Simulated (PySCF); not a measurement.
**GeCl4: tetrahedral to square-planar path**

Computed with PBE0 in PySCF with Ge def2-SVP, Cl def2-SVP; no relativity; density-fitted integrals.

Rigid scan from the singlet minimum (Ge–Cl 2.126 Å (×4); Cl–Ge–Cl 109.5° (×6)). Coordinate: D2d path, angle between each bond and the S4 axis (54.74 tetrahedral, 90 square planar), bonds fixed. Energies in kJ/mol from the minimum.

Task: Predict the curve at 45.0, 50.0, 54.7, 60.0, 66.0, 72.0, 78.0, 84.0, 90.0.

Result: 
```json
{"angle of the bonds to the S4 axis (°)": "45.0", "E (kJ/mol)": "65.2"}
{"angle of the bonds to the S4 axis (°)": "50.0", "E (kJ/mol)": "13.2"}
{"angle of the bonds to the S4 axis (°)": "54.7", "E (kJ/mol)": "0.0"}
{"angle of the bonds to the S4 axis (°)": "60.0", "E (kJ/mol)": "13.0"}
{"angle of the bonds to the S4 axis (°)": "66.0", "E (kJ/mol)": "52.6"}
{"angle of the bonds to the S4 axis (°)": "72.0", "E (kJ/mol)": "107.7"}
{"angle of the bonds to the S4 axis (°)": "78.0", "E (kJ/mol)": "165.6"}
{"angle of the bonds to the S4 axis (°)": "84.0", "E (kJ/mol)": "210.8"}
{"angle of the bonds to the S4 axis (°)": "90.0", "E (kJ/mol)": "228.2"}
```

With the bonds held, the square planar shape lies 228.2 kJ/mol from the minimum.

Other isomers or separated fragments may lie lower.

The scan took 21 s on 2 threads of a shared Arm Neoverse V2 host; the process peaked at 1.3 GiB. Launch command: `OMP_NUM_THREADS=2 python axn.py task.json out`.
